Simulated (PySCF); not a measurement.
CH₆OZr, multiplicity 1. Atoms are numbered in the order given.

```xyz
9

Zr     0.0000     0.0000     0.7365
O      0.0000     0.0000    -1.1507
C      0.0000     0.0000    -2.5508
H     -0.8958     0.5172    -2.9329
H      0.8958     0.5172    -2.9329
H      0.0000    -1.0344    -2.9329
H      1.5472    -0.8933     1.2824
H     -1.5472    -0.8933     1.2824
H      0.0000     1.7865     1.2824
```
Charge 0, spin multiplicity 1.

Geometry optimised at B3LYP-D3(BJ)/def2-SVP. The spin state was assumed, not searched. The structure was generated by enumeration; whether it is a known compound was not checked. The def2 effective core potentials stand for the cores of Zr; spin–orbit coupling is left out.

All values below come from PBE/def2-TZVPD (PySCF).

Problem. Estimate the frontier levels, gap, dipole moment and polarisability. (The exact figures need the calculation; the answer reports its results.)

Solution. 
| Property | Value |
|---|---|
| highest occupied level | -6.57 eV |
| lowest empty level | -2.59 eV |
| orbital gap | 3.97 eV |
| dipole moment | 2.39 D |
| quadrupole, principal values (traceless, Buckingham form, about the centre of nuclear charge) | -4.79, -4.79, 9.58 D·Å |
| mean static polarisability | 74.6 bohr³ (11.06 Å³) |
| polarisability, principal values | 68.3, 68.3, 87.4 bohr³ |
